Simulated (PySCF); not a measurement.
Cl2GaI. Atoms are numbered in the order given.

```xyz
4

Ga     0.0000     0.0000     0.7854
Cl     0.0000     1.8225     1.8850
Cl     0.0000    -1.8225     1.8850
I      0.0000     0.0000    -1.6686
```
Charge 0, spin multiplicity 1.

Geometry: PBE0-D3(BJ)/def2-SVP. The structure was generated by enumeration; whether it is a known compound was not checked. The def2 effective core potentials stand for the cores of I; spin–orbit coupling is left out.

These are TDA-PBE/def2-SVPD in PySCF values and carry that method's errors.

Vertical excitations. Gas-phase values at a fixed geometry. State labels are in the subgroup C2v.

Task: List the lowest excited states. (An estimate is asked for; the answer gives what the named calculation found.)

Result: 
```
state  symmetry  energy (eV)  λ (nm)      f                                              main pairs
-----  --------  -----------  ------  -----  ------------------------------------------------------
S1           B2         4.08     304  0.008                                          HOMO→LUMO 99 %
S2           B1         4.27     291  0.005                                       HOMO−1→LUMO 100 %
S3           A2         4.63     268  0.000                                       HOMO→LUMO+1 100 %
S4           A1         5.00     248  0.000                    HOMO−1→LUMO+1 57 %, HOMO−3→LUMO 42 %
S5           B2         5.01     248  0.012                                        HOMO−2→LUMO 98 %
S6           A2         5.13     242  0.000                                       HOMO−4→LUMO 100 %
S7           A1         5.44     228  0.144  HOMO−3→LUMO 47 %, HOMO−1→LUMO+1 32 %, HOMO−6→LUMO 17 %
S8           A2         5.59     222  0.000                                     HOMO−2→LUMO+1 100 %
S9           B1         5.66     219  0.001                                      HOMO−3→LUMO+1 87 %
S10          B1         5.72     217  0.021                                        HOMO−5→LUMO 87 %
T1           B2         3.72     333      0                                         HOMO→LUMO 100 %
T2           B1         3.93     316      0                                       HOMO−1→LUMO 100 %
T3           A2         4.52     274      0                                       HOMO→LUMO+1 100 %
T4           A1         4.57     271      0                                      HOMO−1→LUMO+1 87 %
```
Triplets are in the Tamm–Dancoff approximation.
